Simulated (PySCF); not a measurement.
CH8OSeSi2.
Numbering: `[CH3:1][O:2][SiH2:3][Se:4][SiH3:5]` (hydrogens: H6, H7, H8 on C1; H9, H10 on Si3; H11, H12, H13 on Si5)

Method: PBE0-D3(BJ)/def2-SVP geometry optimisation, gas phase (PySCF 2.14.0); density fitting, grid level 1; the optimiser is geomeTRIC in internal coordinates, started from a GFN2-xTB structure with every atom displaced at random (about 0.01 Å).

Step 0: E = -84287.9117 eV
```
atom  x, y, z in Å  |  force x, y, z in eV/Å
C1     -1.6832    0.7853    0.1576   -0.448   1.814  -0.369
O2     -0.5347    0.2369   -0.3400    0.689   0.183   0.693
Si3    -0.4022   -0.6373   -1.7020    1.839  -0.643   0.157
Se4     1.8555   -1.1047   -1.6620   -0.104  -0.344  -0.558
Si5     2.4393   -0.0717    0.2814   -1.341  -0.049  -0.551
H6     -2.0722    1.5894   -0.5276    0.109  -0.323   0.422
H7     -1.4695    1.2553    1.1233   -0.066   0.026   0.218
H8     -2.4662    0.0611    0.2692   -0.879  -0.789   0.299
H9     -0.7219    0.1426   -2.8651   -0.388   0.519  -0.965
H10    -1.1722   -1.8662   -1.6184   -0.523  -0.622  -0.082
H11     2.1917    1.3638    0.1701   -0.001   0.598   0.093
H12     1.6963   -0.6445    1.4050   -0.157  -0.148   0.496
H13     3.8367   -0.3552    0.3786    1.272  -0.222   0.147
```

Step 1: E = -84288.1348 eV
```
atom  x, y, z in Å  |  force x, y, z in eV/Å
C1     -1.6699    0.8288    0.1878    0.020  -0.310  -0.026
O2     -0.4653    0.2689   -0.2802   -0.003  -0.041  -0.097
Si3    -0.2614   -0.6401   -1.6664   -0.381  -0.063  -0.260
Se4     1.9301   -1.2287   -1.7620   -0.202   0.240   0.321
Si5     2.3049   -0.0961    0.2072    0.457   0.023   0.126
H6     -2.0513    1.6055   -0.4947   -0.002   0.047  -0.052
H7     -1.4819    1.2890    1.1679    0.032   0.021   0.012
H8     -2.4596    0.0586    0.3176    0.152   0.126  -0.036
H9     -0.6616    0.1493   -2.8771    0.050  -0.009   0.082
H10    -1.1244   -1.8606   -1.6102   -0.004   0.019   0.021
H11     2.0469    1.3683    0.1144   -0.004  -0.041  -0.050
H12     1.6092   -0.6875    1.3843   -0.021  -0.029  -0.060
H13     3.7816   -0.3005    0.3813   -0.094   0.018   0.021
```

Question: Estimate the geometry and energy of step 2. (The exact step hangs on the optimiser's Hessian estimate; all steps are aligned on step 1, rigid shifts and turns removed.)

Answer: E = -84288.1714 eV, largest force 0.169 eV/Å
```
atom  x, y, z in Å  |  force x, y, z in eV/Å
C1     -1.7236    0.8133    0.1687    0.062  -0.072  -0.027
O2     -0.5218    0.2587   -0.2979    0.068   0.023   0.029
Si3    -0.3192   -0.6382   -1.6851   -0.035  -0.017   0.001
Se4     1.8857   -1.2019   -1.7051   -0.024   0.088   0.141
Si5     2.4043   -0.0829    0.2440    0.092  -0.096  -0.105
H6     -2.1020    1.5945   -0.5137   -0.021   0.017   0.009
H7     -1.5333    1.2705    1.1507   -0.024   0.021  -0.002
H8     -2.5081    0.0446    0.2922   -0.005   0.024   0.003
H9     -0.6888    0.1632   -2.8925    0.026  -0.011   0.003
H10    -1.1842   -1.8570   -1.6428    0.012  -0.003  -0.022
H11     2.2038    1.3878    0.1425   -0.058   0.013  -0.014
H12     1.7140   -0.6451    1.4365   -0.052   0.007  -0.011
H13     3.8705   -0.3526    0.3726   -0.041   0.005  -0.005
```

The energy changes by -0.0366 eV. The first-order estimate −F·Δx gives -0.0855 eV and the mean of the old and new forces, exact on a quadratic surface, -0.0391 eV. The step makes an angle of 72° with the force vector and moves no atom by more than 0.161 Å.

The cost below is that of the whole optimisation. The run took 56 s wall on Arm Neoverse V2, one thread, on a shared host, and the process peaked at 0.53 GiB of memory.
